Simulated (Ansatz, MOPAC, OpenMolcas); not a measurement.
## A ladder of methods for CH3BFN (SMILES BN=CF)

CH3BFN has 7 atoms, charge 0, and is taken as a singlet. SMILES: `BN=CF`. The shape is that of a PBE0-D4/def2-TZVP optimisation.

Each level gives the HOMO–LUMO gap (eV). The values are calculated.

| level | kind | program | value (eV) | CPU time |
| --- | --- | --- | --- | --- |
| PM7 | semi-empirical | MOPAC | 10.62 | under 2 s |
| HF/aug-cc-pVDZ | Hartree–Fock | Ansatz | 12.61 | 5.6 s |
| SVWN5/aug-cc-pVDZ | LDA | OpenMolcas | 5.49 | 47 s |
| PBE/aug-cc-pVDZ | GGA | OpenMolcas | 5.61 | 71 s |
| TPSS/aug-cc-pVDZ | meta-GGA | OpenMolcas | 5.93 | 89 s |
| B3LYP/aug-cc-pVDZ | global hybrid | OpenMolcas | 7.51 | 67 s |
| M06-2X/aug-cc-pVDZ | hybrid meta-GGA | OpenMolcas | 9.72 | 80 s |
| CAM-B3LYP/aug-cc-pVDZ | range-separated hybrid | Ansatz | 10.13 | 11 s |
| B2PLYP/aug-cc-pVDZ | double hybrid | OpenMolcas | 9.99 | 48 s |

The values span 5.49 to 12.61 eV. Orbital gaps aren't excitation energies, and those of double hybrids come from the SCF part alone; they tend to grow with the share of exact exchange. Times are those of the runs behind each value, whatever else they computed, on shared processors of several kinds: orders of magnitude only.
